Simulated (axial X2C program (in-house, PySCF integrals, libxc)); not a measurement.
**Low determinants of SiBi at the PBE0 level, with spin–orbit coupling**

Calculated with an axial X2C code built on PySCF integrals. Two-component (2c) means X2C with spin–orbit coupling and atomic mean-field two-electron Coulomb and Gaunt terms. Basis: Bi dyall-cv3z [12s14p10d6f1g], Si dyall-v3z [8s7p2d1f] (cores contracted in-house); Gaussian nuclei, density fitting, unrestricted open shells. Masses: Bi 208.980 u, Si 27.977 u.

Search at 2.485 Å (vertical energies from the lowest determinant):

| ΔE (eV) | state | electrons beyond evenly filled partner blocks | electrons in ±ω = 1/2, 3/2, 5/2, 7/2 |
| --- | --- | --- | --- |
| 0.00 | Ω = 3/2 | ω = 3/2 | 58 27 10 2 |
| 0.24 | Ω = 1/2 | ω = 1/2 | 57 28 10 2 |
| 1.26 | Ω = 1/2 | 2 × ω = -1/2, ω = 3/2 | 58 27 10 2 |
| 1.67 | Ω = 5/2 | ω = -1/2, 2 × ω = 3/2 | 57 28 10 2 |
| 1.68 | Ω = 1/2 | ω = 1/2 | 59 26 10 2 |
| 1.79 | Ω = 5/2 | 2 × ω = 1/2, ω = 3/2 | 58 27 10 2 |
| 1.88 | Ω = 7/2 | ω = 1/2, 2 × ω = 3/2 | 57 28 10 2 |

Lowest determinant, Ω = 3/2 (⟨Sz⟩ = 0.54, ⟨Lz⟩ = 0.96 at PBE0): Re = 2.474 Å, ωe = 355.9 cm⁻¹.

The determinant in row 2 of the search, Ω = 1/2 (⟨Sz⟩ = 0.03, ⟨Lz⟩ = 0.47 at PBE0), was followed along the bond at PBE0; measured from the minimum of the lowest determinant it gives:

Te = 0.197 eV (1585 cm⁻¹), Re = 2.395 Å, ωe = 372.3 cm⁻¹.

Task: Compare the bond of the determinant in row 2 with that of the lowest one.

Result: At PBE0 its Re is 0.079 Å shorter and its force constant, which goes as ωe², is 1.09 times that of the lowest determinant. T0 ≈ Te + Δωe/2 = 1585 + (8) = 1593 cm⁻¹.

The search compares states at one distance, so a state with another bond length can lie lower; it is not exhaustive and yields mostly the lowest determinant of each block pattern, so other components and higher states of one pattern are missing. These are energies of single determinants, not of spin-adapted states; PBE0 term energies can be off by some tenths of an eV, and the functional has no current term. The lowest determinant need not be the ground state where others lie within half an eV.
